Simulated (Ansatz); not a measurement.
Geometry optimisation, RKS BLYP-D4/def2-SVP in Ansatz.

The input (input.yaml):

```yaml
crystal:
  periodic: [false, false, false]
  atoms:
    - { symbol: Ge, position_ang: [0.0, 0.0, 0.0] }
    - { symbol: Cl, position_ang: [0.0, 0.0, 2.57] }
    - { symbol: Cl, position_ang: [2.0935, 0.0, -0.7393] }
    - { symbol: Cl, position_ang: [-1.0456, 1.8115, -0.7393] }
    - { symbol: Cl, position_ang: [-1.0456, -1.8115, -0.7393] }
    - { symbol: O, position_ang: [-1.9644, 0.0, 0.6527] }
    - { symbol: H, position_ang: [-2.5095, -0.6297, 0.0813] }
    - { symbol: H, position_ang: [-1.4056, 0.0, 1.8227] }
basis:
  gaussian: { orbitals: def2-SVP }
hamiltonian:
  xc: blyp
  dispersion: d4
relax:
  f_tol: 0.15
  max_steps: 25
  restrain:
    - { distance: [0, 5], at: 2.97, k: 30.0 }
    - { distance: [7, 1], at: 2.57, k: 30.0 }
    - { distance: [0, 1], at: 2.22, k: 30.0 }
    - { distance: [7, 5], at: 1.01, k: 30.0 }
output:
  orbitals: {}
```

Launched with:

```bash
$ ansatz run input.yaml --threads 4 --pin off --max-ram 5120MiB --backend cpu --events-out ev --progress --plain --runs-dir out
```

Task: Where does it end, and by what steps?

Result: The run converged. The restraints hold the end off the free minimum; the threshold counts their pulls, which the force column leaves out. Restrained pairs: Ge1–O6 (2.07 → 2.97 Å), Cl2–H8 (1.59 → 2.57 Å), Ge1–Cl2 (2.57 → 2.21 Å), O6–H8 (1.30 → 0.99 Å). After 9 steps the energy has fallen by 2.976 eV (the restraints' own energy left out); H8 moved furthest, 0.81 Å.

```json
{"step": "0", "energy less start (eV)": "0.0000", "largest force component (eV/Å)": "3.273", "accepted": "yes"}
{"step": "1", "energy less start (eV)": "-0.7304", "largest force component (eV/Å)": "3.055", "accepted": "yes"}
{"step": "2", "energy less start (eV)": "-1.2436", "largest force component (eV/Å)": "4.085", "accepted": "yes"}
{"step": "3", "energy less start (eV)": "-1.8265", "largest force component (eV/Å)": "3.393", "accepted": "yes"}
{"step": "4", "energy less start (eV)": "-2.7043", "largest force component (eV/Å)": "1.283", "accepted": "yes"}
{"step": "5", "energy less start (eV)": "-2.9377", "largest force component (eV/Å)": "0.472", "accepted": "yes"}
{"step": "6", "energy less start (eV)": "-2.9671", "largest force component (eV/Å)": "0.524", "accepted": "yes"}
{"step": "7", "energy less start (eV)": "-2.9501", "largest force component (eV/Å)": "0.885", "accepted": "no"}
{"step": "8", "energy less start (eV)": "-2.9719", "largest force component (eV/Å)": "0.577", "accepted": "yes"}
{"step": "9", "energy less start (eV)": "-2.9760", "largest force component (eV/Å)": "0.505", "accepted": "yes"}
```

```xyz
8
Properties=species:S:1:pos:R:3
Ge 0.241 0.071 -0.074
Cl 0.340 0.005 2.133
Cl 2.321 -0.009 -0.717
Cl -0.569 1.910 -0.862
Cl -0.672 -1.737 -0.889
O -2.558 0.073 0.919
H -2.771 -0.817 0.572
H -2.209 -0.125 1.826
```

Time of the run: 23 s on 4 threads of Arm Neoverse V1, on a shared host, peak memory 0.21 GiB.
